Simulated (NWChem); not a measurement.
A series in which one site is exchanged, each optimised at PBE0/def2-SVP with NWChem, gas phase unless a solvent is named. All stand in one matching conformer (torsions within 35°), which need not be the lowest. This build's default masses of Se (78.918 u) and Br (79.917 u) are each other's, which moves their modes by up to 0.6 %.

A: F[Si](O)(O)Cl (SiH$_{2}$O$_{2}$ClF; site = Cl)
B: O[Si](O)(F)Br (SiH2O2BrF; site = Br)
C: O[SiH](O)F (SiH₃O₂F; site = H)

Values for A:

```
Property                                          Value
------------------------------------------------  -----
dipole (D), PBE0/def2-SVP                          2.33
orbital gap (eV), PBE0/def2-SVP                    9.99
highest harmonic frequency (cm⁻¹), PBE0/def2-SVP   3940
```

Q: How do these values change for the other members?

A: 
| change from A | B | C |
|---|---|---|
| dipole (D), PBE0/def2-SVP | -0.05 | -0.73 |
| orbital gap (eV), PBE0/def2-SVP | -0.83 | +0.67 |
| highest harmonic frequency (cm⁻¹), PBE0/def2-SVP | -3 | +3 |
